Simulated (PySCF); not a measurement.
Potassium fluoride, KF.
Z-matrix (Å and degrees, PBE0-D3(BJ)/def2-TZVP geometry), rows numbered from 1:
```
F 
K   1  2.1882
```

Theory: PBE0-D3(BJ)/def2-TZVP geometry optimisation, gas phase (PySCF).

Masses are those of the commonest isotopes; rigid-rotor values at the optimised geometry. 

Question: What are the moment of inertia and the rotational constant?

Answer: I = 61.154 u·Å², B = 505379 MHz·u·Å²/I = 8264 MHz (0.2757 cm⁻¹, or 0.397 K as hB/k). For two atoms I = μr² with μ = 12.7712 u and r = 2.1882 Å.

Question: List the first levels of a rigid rotor in a Σ state.

Answer: E(J) = BJ(J+1): J = 1: 0.551, J = 2: 1.654, J = 3: 3.308, J = 4: 5.513, J = 5: 8.270, J = 6: 11.578 cm⁻¹.

Question: Where do the first rotational lines fall?

Answer: The dipole is 8.54 D; J+1 ← J lies at 2B(J+1): 1 ← 0 at 16.53 GHz, 2 ← 1 at 33.06 GHz, 3 ← 2 at 49.58 GHz, 4 ← 3 at 66.11 GHz, 5 ← 4 at 82.64 GHz, 6 ← 5 at 99.17 GHz.

Question: Estimate the classical rotational partition function at 25 K, 200 K and 500 K.

Answer: Point group C∞v, symmetry number σ = 1; q = kT/(σhB), k/h = 20836.6 MHz/K: 63.0 at 25 K, 504 at 200 K, 1260 at 500 K.

No frequency check. Constants of a rigid frame at the computed geometry: no zero-point averaging, no centrifugal distortion.
